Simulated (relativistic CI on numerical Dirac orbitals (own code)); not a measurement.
# Radial parameters of Te XXVI

Method of calculation: Dirac-Coulomb-Breit CI, separate exchange-only KLI orbitals for each configuration, a model potential for QED, unscaled Slater integrals (own radial code, finite nucleus).

Slater integrals F^k, G^k are unscaled and averaged over j, outside the closed core [Ne]; ζ comes from projecting the Hamiltonian with its Breit term on Σ l·s of the shell.

- 3s²3p⁶3d⁹: ζ(3d) = 35580 cm⁻¹; <r>(3d) = 0.2835, <r^2>(3d) = 0.09422 (bohr units).
- 3s²3p⁵3d¹⁰: ζ(3p) = 289880 cm⁻¹; <r>(3p) = 0.3104, <r^2>(3p) = 0.1115 (bohr units).
- 3s²3p⁶3d⁸4s: F^2(3d,3d) = 359450, F^4(3d,3d) = 230880, ζ(3d) = 36436, G^2(3d,4s) = 35950 cm⁻¹; <r>(3d) = 0.2807, <r^2>(3d) = 0.09224, <r>(4s) = 0.642, <r^2>(4s) = 0.4627 (bohr units).

Q: Give the Racah parameters of the d shell in 3s²3p⁶3d⁸4s.

A: B = F²/49 − 5F⁴/441 = 4718 cm⁻¹ and C = 35F⁴/441 = 18324 cm⁻¹.

Averages of the first 10 configurations, taken without configuration mixing, which lowers the lowest level and can move excited configurations by several eV; other configurations of the list can lie among them:

```
Configuration  Parity  States  Average energy above the lowest level (eV)
    3s²3p⁶3d⁹    even      10                                         4.5
   3s²3p⁵3d¹⁰     odd       6                                       260.1
    3s3p⁶3d¹⁰    even       2                                       430.4
  3s²3p⁶3d⁸4s    even      90                                       556.2
  3s²3p⁶3d⁸4p     odd     270                                       616.4
  3s²3p⁶3d⁸4d    even     450                                       703.2
 3s²3p⁴3d¹⁰4s    even      30                                      1062.1
  3s²3p⁶3d⁸4f     odd     630                                       787.4
  3s²3p⁵3d⁹4s     odd     120                                       806.8
 3s²3p⁴3d¹⁰4p     odd      90                                      1122.6
```
